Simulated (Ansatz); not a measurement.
`[CH3][SnH2][Zn][F]` + H₂Se → `[CH3][SnH2][SeH]` + `[F][ZnH]` at 400 K and 1 bar (cleavage of the Sn–Zn bond).

Isolated molecules relaxed with PBE0-D4/def2-TZVP in Ansatz; ΔE leaves out vibrations. CCSD(T)/CBS adds triple-zeta CCSD(T) − MP2 to the extrapolated MP2 energy (def2 sets, frozen cores). Elements past krypton have def2 core potentials. For Se, Sn, Zn outer-core shells are correlated without core-valence functions, which leaves a few kJ/mol of doubt a bond. Scalar relativity is left out up to krypton. One conformer a species, not always the lowest.

```
             species  CCSD(T)/CBS energy (Eh)  H − E (kJ/mol)  S (J/(mol·K))
`[CH3][SnH2][Zn][F]`              -2133.30421           171.4          414.2
                H₂Se              -2401.89790            49.4          229.5
  `[CH3][SnH2][SeH]`              -2656.41290           182.9          391.7
          `[F][ZnH]`              -1878.79355            36.6          246.9
```

H − E and S are ideal-gas, rigid-rotor, harmonic terms from PBE0-D4/def2-TZVP, for one conformer and one mirror image of each species. 1 Eh = 2625.50 kJ/mol, R = 8.31446 J/(mol·K).

Q: By hand: ΔE, ΔH, ΔS and ΔG.

A: ΔE = (-2656.41290) + (-1878.79355) − (-2133.30421) − (-2401.89790) = -0.00434 Eh = -11.4 kJ/mol. Δ(H − E) = 182.9 + 36.6 − 171.4 − 49.4 = -1.3, so ΔH = -12.7 kJ/mol. ΔS = 391.7 + 246.9 − 414.2 − 229.5 = -5.1 J/(mol·K). ΔG = -12.7 − 400 × (-5.1)/1000 = -10.7 kJ/mol.

Q: By hand: the equilibrium constant, and the temperature at which ΔG would vanish if ΔH and ΔS stayed fixed.

A: log₁₀ K = −ΔG/(RT ln 10) = 1.4. ΔG = 0 at ΔH/ΔS = 2490 K, though so small a ΔS makes that figure unsure.

The number of gas molecules stays the same, so ΔS is small and ΔH decides. A doubt of 5 kJ/mol in ΔE shifts log₁₀ K by 0.7 here. Other conformers and mirror images would add mixing entropy, several J/(mol·K) or more a flexible species. These are equilibria of isolated gas molecules and say nothing of rates. Largest T1 diagnostic: 0.018 (customary marks: 0.02 for closed shells, 0.045 for open ones).
